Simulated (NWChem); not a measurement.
System: CH$_{4}$BFO$_{2}$; SMILES OCB(O)F

NWChem printed, in part:

```
             Northwest Computational Chemistry Package (NWChem) 7.3.0
             --------------------------------------------------------

                             Geometry "geometry" -> ""
                             -------------------------

 Output coordinates in angstroms (scale by  1.889725989 to convert to a.u.)

  No.       Tag          Charge          X              Y              Z
 ---- ---------------- ---------- -------------- -------------- --------------
    1 O                    8.0000     0.11773800     1.94999500     0.16329200
    2 C                    6.0000    -0.73015500     0.85984100    -0.10483900
    3 B                    5.0000    -0.04172300    -0.55042500     0.00588800
    4 O                    8.0000    -0.75643600    -1.68908600     0.06483100
    5 F                    9.0000     1.29910000    -0.61590100     0.00053600
    6 H                    1.0000     0.98647300     1.74226800    -0.19539500
    7 H                    1.0000    -1.20313000     0.93086100    -1.11104200
    8 H                    1.0000    -1.57831800     0.90065700     0.60004100
    9 H                    1.0000    -0.20508300    -2.47983400     0.09238200

 Effective nuclear repulsion energy (a.u.)     169.3966262197

                              NWChem Property Module
                              ----------------------

  itol2e modified to match energy
  convergence criterion.

                                 NWChem DFT Module
                                 -----------------

 Summary of "ao basis" -> "ao basis" (spherical)
 ------------------------------------------------------------------------------
       Tag                 Description            Shells   Functions and Types
 ---------------- ------------------------------  ------  ---------------------
 O                          cc-pvtz                 10       30   4s3p2d1f
 C                          cc-pvtz                 10       30   4s3p2d1f
 B                          cc-pvtz                 10       30   4s3p2d1f
 F                          cc-pvtz                 10       30   4s3p2d1f
 H                          cc-pvtz                  6       14   3s2p1d

  itol2e modified to match energy
  convergence criterion.

            General Information
            -------------------
          SCF calculation type: DFT
          Wavefunction type:  closed shell.
          No. of atoms     :     9
          No. of electrons :    40
           Alpha electrons :    20
            Beta electrons :    20
          Charge           :     0
          Spin multiplicity:     1
          Use of symmetry is: off; symmetry adaption is: off
          Maximum number of iterations: 150
          AO basis - number of functions:   206
                     number of shells:    74
          Convergence on energy requested:  1.00D-07
          Convergence on density requested:  1.00D-05
          Convergence on gradient requested:  5.00D-04

              XC Information
              --------------
                         B3LYP Method XC Potential
                     Hartree-Fock (Exact) Exchange  0.200
                        Slater Exchange Functional  0.800 local
                    Becke 1988 Exchange Functional  0.720 non-local
              Lee-Yang-Parr Correlation Functional  0.810
                  VWN I RPA Correlation Functional  0.190 local

             Grid Information
             ----------------
          Grid used for XC integration:  fine
          Radial quadrature: Mura-Knowles
          Angular quadrature: Lebedev.
          Tag              B.-S. Rad. Rad. Pts. Rad. Cut. Ang. Pts.
          ---              ---------- --------- --------- ---------
          O                   0.60       70          12.0       590
          C                   0.70       70          11.0       590
          B                   0.85       70          10.0       590
          F                   0.50       70          10.0       590
          H                   0.35       60          12.0       590
          Grid pruning is: on
          Number of quadrature shells:   590
          Spatial weights used:  Erf1

      Superposition of Atomic Density Guess
      -------------------------------------

 Sum of atomic energies:        -313.17746079

      Non-variational initial energy
      ------------------------------

 Total energy =    -315.163280
 1-e energy   =    -766.259856
 2-e energy   =     281.699950
 HOMO         =      -0.356732
 LUMO         =       0.065423

------------------------------------------------------------
EAF file 0: "./job.aoints.0" size=825229312 bytes
------------------------------------------------------------
               write      read    awrite     aread      wait
               -----      ----    ------     -----      ----
     calls:     1574         0         0         0         0
   data(b): 8.25e+08  0.00e+00  0.00e+00  0.00e+00
   time(s): 0.00e+00  0.00e+00  0.00e+00  0.00e+00  0.00e+00
rate(mb/s): 0.00e+00  0.00e+00
------------------------------------------------------------

   convergence    iter        energy       DeltaE   RMS-Dens  Diis-err
 ---------------- ----- ----------------- --------- --------- ---------
 d= 0,ls=0.0,diis     1   -315.7791996416 -4.85D+02  4.94D-03  1.26D+00
 d= 0,ls=0.0,diis     2   -315.7568539915  2.23D-02  2.45D-03  1.69D+00
 d= 0,ls=0.0,diis     3   -315.8905376941 -1.34D-01  4.82D-04  8.04D-02
 d= 0,ls=0.0,diis     4   -315.8962656884 -5.73D-03  1.23D-04  2.37D-03
 d= 0,ls=0.0,diis     5   -315.8964174090 -1.52D-04  4.87D-05  6.16D-04
  Resetting Diis
 d= 0,ls=0.0,diis     6   -315.8964623780 -4.50D-05  1.22D-05  2.09D-05
 d= 0,ls=0.0,diis     7   -315.8964640088 -1.63D-06  5.58D-06  1.30D-06
 d= 0,ls=0.0,diis     8   -315.8964639140  9.48D-08  3.07D-06  2.62D-06

         Total DFT energy =     -315.896463913952
      One electron energy =     -770.438386200897
           Coulomb energy =      323.901271881853
    Exchange-Corr. energy =      -38.755975814612
 Nuclear repulsion energy =      169.396626219703

 Numeric. integr. density =       40.000000134114

                       DFT Final Molecular Orbital Analysis
                       ------------------------------------

[...]

          -----------------------
          Electric field gradient
          -----------------------

 1 a.u. = 0.324123 10**(16) esu/cm**3  ( or statvolts/cm**2 ) = 0.97174 10**(22) v/m**2

 ------------------------------------------------------------
   Atom      X         Y         Z
 ------------------------------------------------------------
    1 O    0.22249   3.68496   0.30858
 ------------------------------------------------------------

 Electric field gradient in molecular frame (a.u.)
         XX             YY             ZZ             XY             XZ             YZ
 ------------------------------------------------------------------------------------------
       -1.346948      -0.037220       1.384168      -0.888845       0.564568      -0.717993

 Principal components (a.u.) and orientation
 of principal axis w.r.t. absolute frame                      Asymmetry parameter eta
 --------------------------------------------------------------------------------------
        1.923392      -1.807572      -0.115819                       0.879568

        0.266831       0.901968      -0.339494
       -0.435761       0.427115       0.792266
        0.859601      -0.063463       0.507010

 ------------------------------------------------------------
   Atom      X         Y         Z
 ------------------------------------------------------------
    2 C   -1.37979   1.62486  -0.19812
 ------------------------------------------------------------

 Electric field gradient in molecular frame (a.u.)
         XX             YY             ZZ             XY             XZ             YZ
 ------------------------------------------------------------------------------------------
       -0.020953      -0.050401       0.071355      -0.315566      -0.057118      -0.076829

 Principal components (a.u.) and orientation
 of principal axis w.r.t. absolute frame                      Asymmetry parameter eta
 --------------------------------------------------------------------------------------
       -0.371960       0.280936       0.091024                       0.510570

        0.672354       0.715852      -0.188402
        0.709917      -0.695675      -0.109792
        0.209661       0.059931       0.975936

 ------------------------------------------------------------
   Atom      X         Y         Z
 ------------------------------------------------------------
    3 B   -0.07885  -1.04015   0.01113
 ------------------------------------------------------------

 Electric field gradient in molecular frame (a.u.)
         XX             YY             ZZ             XY             XZ             YZ
 ------------------------------------------------------------------------------------------
        0.058418       0.309393      -0.367811      -0.057117       0.001696      -0.039012

 Principal components (a.u.) and orientation
 of principal axis w.r.t. absolute frame                      Asymmetry parameter eta
 --------------------------------------------------------------------------------------
       -0.370057       0.323922       0.046135                       0.750661

        0.003731      -0.210329       0.977623
        0.057635       0.976050       0.209771
        0.998331      -0.055562      -0.015764

 ------------------------------------------------------------
   Atom      X         Y         Z
 ------------------------------------------------------------
    4 O   -1.42946  -3.19191   0.12251
 ------------------------------------------------------------

 Electric field gradient in molecular frame (a.u.)
         XX             YY             ZZ             XY             XZ             YZ
 ------------------------------------------------------------------------------------------
        0.440047      -1.123195       0.683148       0.530781      -0.021566       0.074831

 Principal components (a.u.) and orientation
 of principal axis w.r.t. absolute frame                      Asymmetry parameter eta
 --------------------------------------------------------------------------------------
       -1.289454       0.686244       0.603210                       0.064395

       -0.293614       0.004252       0.955915
        0.955110       0.042565       0.293177
       -0.039442       0.999085      -0.016559

 ------------------------------------------------------------
   Atom      X         Y         Z
 ------------------------------------------------------------
    5 F    2.45494  -1.16388   0.00101
 ------------------------------------------------------------

 Electric field gradient in molecular frame (a.u.)
         XX             YY             ZZ             XY             XZ             YZ
 ------------------------------------------------------------------------------------------
       -1.255080       1.026131       0.228949       0.127604       0.016768      -0.027649

 Principal components (a.u.) and orientation
 of principal axis w.r.t. absolute frame                      Asymmetry parameter eta
 --------------------------------------------------------------------------------------
       -1.262420       1.034131       0.228289                       0.638330

        0.998366       0.055383       0.014082
       -0.055814       0.997916       0.032380
       -0.012260      -0.033114       0.999376

 ------------------------------------------------------------
   Atom      X         Y         Z
 ------------------------------------------------------------
    6 H    1.86416   3.29241  -0.36924
 ------------------------------------------------------------

 Electric field gradient in molecular frame (a.u.)
         XX             YY             ZZ             XY             XZ             YZ
 ------------------------------------------------------------------------------------------
       -0.344953       0.185228       0.159725       0.114136       0.238559      -0.073111

 Principal components (a.u.) and orientation
 of principal axis w.r.t. absolute frame                      Asymmetry parameter eta
 --------------------------------------------------------------------------------------
       -0.467057       0.266440       0.200617                       0.140932

        0.907691       0.262281       0.327577
       -0.200165      -0.415479       0.887305
       -0.368825       0.870968       0.324627

 ------------------------------------------------------------
   Atom      X         Y         Z
 ------------------------------------------------------------
    7 H   -2.27359   1.75907  -2.09956
 ------------------------------------------------------------

 Electric field gradient in molecular frame (a.u.)
         XX             YY             ZZ             XY             XZ             YZ
 ------------------------------------------------------------------------------------------
        0.061526       0.119434      -0.180961      -0.000610      -0.144077       0.025603

 Principal components (a.u.) and orientation
 of principal axis w.r.t. absolute frame                      Asymmetry parameter eta
 --------------------------------------------------------------------------------------
       -0.249451       0.136700       0.112750                       0.096011

        0.419466       0.722615       0.549432
       -0.062164      -0.580968       0.811549
        0.905640      -0.374572      -0.198776

 ------------------------------------------------------------
   Atom      X         Y         Z
 ------------------------------------------------------------
    8 H   -2.98259   1.70199   1.13391
 ------------------------------------------------------------

 Electric field gradient in molecular frame (a.u.)
         XX             YY             ZZ             XY             XZ             YZ
 ------------------------------------------------------------------------------------------
       -0.100647       0.127705      -0.027058       0.001748       0.194406      -0.017635

 Principal components (a.u.) and orientation
 of principal axis w.r.t. absolute frame                      Asymmetry parameter eta
 --------------------------------------------------------------------------------------
       -0.262117       0.143860       0.118257                       0.097679

        0.769001       0.485511       0.415831
       -0.032330      -0.620130       0.783833
       -0.638429       0.616212       0.461184

 ------------------------------------------------------------
   Atom      X         Y         Z
 ------------------------------------------------------------
    9 H   -0.38755  -4.68621   0.17458
 ------------------------------------------------------------

 Electric field gradient in molecular frame (a.u.)
         XX             YY             ZZ             XY             XZ             YZ
 ------------------------------------------------------------------------------------------
        0.009108      -0.250643       0.241535       0.315817      -0.010792       0.017444

 Principal components (a.u.) and orientation
 of principal axis w.r.t. absolute frame                      Asymmetry parameter eta
 --------------------------------------------------------------------------------------
       -0.462844       0.242158       0.220686                       0.046390

       -0.556365       0.012610       0.830842
        0.830429       0.043442       0.555429
       -0.029089       0.998976      -0.034641
```

Level: B3LYP/cc-pVTZ. All runs use the structure optimised with PBE0/def2-SVP. NWChem prints the field gradient with the sign opposite to the second derivative of the potential.

**Question.** Write an input that gives this output.

**Answer.** Several could match; the one computed here: the input that was run:
```
start job
memory heap 200 mb stack 900 mb global 1100 mb
geometry units angstroms noautosym nocenter noautoz
  O      0.117738     1.949995     0.163292
  C     -0.730155     0.859841    -0.104839
  B     -0.041723    -0.550425     0.005888
  O     -0.756436    -1.689086     0.064831
  F      1.299100    -0.615901     0.000536
  H      0.986473     1.742268    -0.195395
  H     -1.203130     0.930861    -1.111042
  H     -1.578318     0.900657     0.600041
  H     -0.205083    -2.479834     0.092382
end
basis spherical
  O library cc-pvtz
  C library cc-pvtz
  B library cc-pvtz
  F library cc-pvtz
  H library cc-pvtz
end
dft
  xc b3lyp
  iterations 150
  semidirect filesize 400000000
end
property
  efieldgrad
end
task dft property
```
